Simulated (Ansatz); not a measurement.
One change: `O=C(O)c1ccc2ccccc2c1` becomes `Clc1ccc2ccccc2c1`.

Ansatz, PBE0-D4/def2-TZVP geometries, multiplicity 1. Each molecule was computed in one conformer, which needn't be the lowest.

```csv
property,`O=C(O)c1ccc2ccccc2c1`
HOMO–LUMO gap (PBE/def2-TZVPP) / eV,3.20
LUMO energy (ωB97M-V/def2-TZVPP) / eV,0.13
LUMO energy (PBE0/def2-TZVPP) / eV,-1.80
HOMO energy (PBE0/def2-TZVPP) / eV,-6.66
HOMO–LUMO gap (ωB97M-V/def2-TZVPP) / eV,8.69
size of the dipole moment (ωB97M-V/def2-TZVPP) / D,2.40
```

Q: What does the change do to each property? (Estimate.)

A: Ansatz gave: 
| property | `Clc1ccc2ccccc2c1` | shift |
| --- | --- | --- |
| HOMO–LUMO gap (PBE/def2-TZVPP) / eV | 3.38 | 0.18 |
| LUMO energy (ωB97M-V/def2-TZVPP) / eV | 0.49 | 0.36 |
| LUMO energy (PBE0/def2-TZVPP) / eV | -1.43 | 0.37 |
| HOMO energy (PBE0/def2-TZVPP) / eV | -6.50 | 0.16 |
| HOMO–LUMO gap (ωB97M-V/def2-TZVPP) / eV | 8.90 | 0.21 |
| size of the dipole moment (ωB97M-V/def2-TZVPP) / D | 1.81 | -0.59 |

With PBE0 the HOMO rises by 0.16 eV and the LUMO rises by 0.37 eV, so the gap widens by about 0.21 eV. PBE moves the HOMO by 0.18 eV and ωB97M-V by 0.15 eV. Dipoles are sizes alone; their direction can turn.

Positive LUMOs are unbound, so they and the gaps depend on the basis.
